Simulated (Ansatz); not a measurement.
VO6H12³⁺, that is [V(H2O)6]2+ with one electron fewer. Total charge 3; triplet. Geometry PBE-D4/def2-SVP; atoms count from 1.

```xyz
19

V     0.000    0.000   -0.001
O     0.809   -1.736   -0.692
H     0.684   -2.135   -1.587
H     1.365   -2.373   -0.181
O    -0.809    1.735    0.694
H    -0.688    2.129    1.592
H    -1.358    2.377    0.182
O    -1.833   -0.877    0.134
H    -2.103   -1.745   -0.253
H    -2.615   -0.544    0.639
O     1.832    0.878   -0.136
H     2.610    0.553   -0.651
H     2.106    1.739    0.264
O    -0.427    0.533   -1.920
H     0.209    0.869   -2.596
H    -1.319    0.555   -2.344
O     0.428   -0.534    1.918
H     1.320   -0.559    2.341
H    -0.209   -0.865    2.596
```

(1) Estimate the Mulliken populations from the PBE0/def2-TZVP orbitals of Ansatz.

(2) Where does the spin sit?

(3) And the Mayer bond orders between heavy atoms (over 0.3)?

Results:

(1) 
```tsv
atom	charge (e)	spin (α − β)	d electrons
V1	1.06	2.08	3.12
O2	-0.56	-0.02	–
H3	0.44	0.00	–
H4	0.44	0.00	–
O5	-0.56	-0.02	–
H6	0.44	0.00	–
H7	0.44	0.00	–
O8	-0.56	-0.02	–
H9	0.44	0.00	–
H10	0.44	0.00	–
O11	-0.56	-0.02	–
H12	0.44	0.00	–
H13	0.44	0.00	–
O14	-0.56	-0.02	–
H15	0.44	0.00	–
H16	0.44	0.00	–
O17	-0.56	-0.02	–
H18	0.44	0.00	–
H19	0.44	0.00	–
```
Mulliken values depend strongly on the basis.

(2) Summed by element: V 2.08, O -0.10, H 0.02, of 2 unpaired in all. Largest on single atoms: V1 2.08, O11 -0.02, O8 -0.02.

(3) V1–O2 0.52 (2.04 Å); V1–O5 0.52 (2.04 Å); V1–O8 0.52 (2.04 Å); V1–O11 0.52 (2.04 Å); V1–O14 0.52 (2.04 Å); V1–O17 0.52 (2.04 Å).
